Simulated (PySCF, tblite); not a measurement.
C6H15BO2.
SMILES: `CC(COBOC)(C)C`

Jobs on this species (24 atoms, 72 electrons) with PySCF (density fitting). Hardware of each: AMD EPYC 7B13, one thread, on a shared host. The host was shared with other jobs, so the times are rough. Peak memory is the resident size of the whole Python process, interpreter and libraries included.

```
                    level and settings                                                          work  basis functions  SCF cycles  wall time  peak memory
PBE0/pcSseg-1, IEF-PCM dichloromethane                                                    shieldings              228           ?          ?            ?
        PBE0/pcSseg-1, IEF-PCM acetone                       shieldings, charges and field gradients              228          13       45 s      1.2 GiB
    PBE0-D3(BJ)/def2-SVP, grid level 1  geometry optimisation from a GFN2-xTB start shaken at random              201          64    3.1 min     0.82 GiB
```

Task: Fill in the missing figures.

Result: 
- PBE0/pcSseg-1, IEF-PCM dichloromethane; shieldings: 41 s, 1.3 GiB, 13 SCF cycles

Task: What do all jobs in the table cost together?

Result: About 4.5 min; the longest takes about 68 % of that, and about 4.5 times as long as the shortest.

***

Compound: C4H4ClNO2.
Atom-mapped SMILES: `[OH:1][CH2:2][c:3]1[cH:4][c:5]([Cl:6])[n:7][o:8]1` (hydrogens: H9 on O1; H10, H11 on C2; H12 on C4)

Jobs on this species (12 atoms, 68 electrons) with PySCF (density fitting) and tblite. Hardware of each: one thread, Arm Neoverse N1 (aarch64), shared host. Times come from a shared host and carry two figures at best.

```tsv
level and settings	work	basis functions	SCF cycles	wall time
PBE0/pcSseg-1	shieldings, ring-centre shieldings, charges and field gradients, density and orbital grids written	163	?	?
PBE0/def2-SVPD	8 singlets by full TDDFT, 3 Tamm–Dancoff triplets, polarisability	205	14	69 s
GFN2-xTB	Hessian by finite differences	–	–	0.59 s
```

Problem. Fill in the missing figures.

Solution. 
- PBE0/pcSseg-1; shieldings, ring-centre shieldings, charges and field gradients, density and orbital grids written: 48 s, 14 SCF cycles

Problem. What do all jobs in the table cost together?

Solution. About 2.0 min; the longest takes about 59 % of that, and about 120 times as long as the shortest.
